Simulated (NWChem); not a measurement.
Correlation energy of germylsilane (H₆GeSi)

SMILES: [SiH3][GeH3]
```xyz
8

Si     0.0617     1.6043     0.0000
Ge    -0.0299    -0.7770     0.0000
H      0.7827     2.0914     1.2154
H      0.7827     2.0914    -1.2154
H     -1.3209     2.1722     0.0000
H     -0.7716    -1.2892     1.2495
H     -0.7716    -1.2892    -1.2495
H      1.3910    -1.3725     0.0000
```
Charge 0, spin multiplicity 1.

Program: NWChem. All single points use one geometry, from PBE0/def2-SVP, a minimum by its harmonic frequencies.

Basis set: def2-SVP. Each correlation energy counts from its own Hartree-Fock reference.

The Hamiltonian is non-relativistic. The correlated methods keep 14 core orbitals frozen. No row is a measurement; the coupled-cluster row has its own basis-set and correlation limits.

Problem. One of these methods gave a correlation energy of -346.3 mHa. Which?
(A) CR-CCSD[T]
(B) CCSD
(C) MP2
(D) CCSD+T(CCSD)

Solution. C, MP2. The others give -391.8 (CR-CCSD[T]), -383.4 (CCSD), -394.1 (CCSD+T(CCSD)).
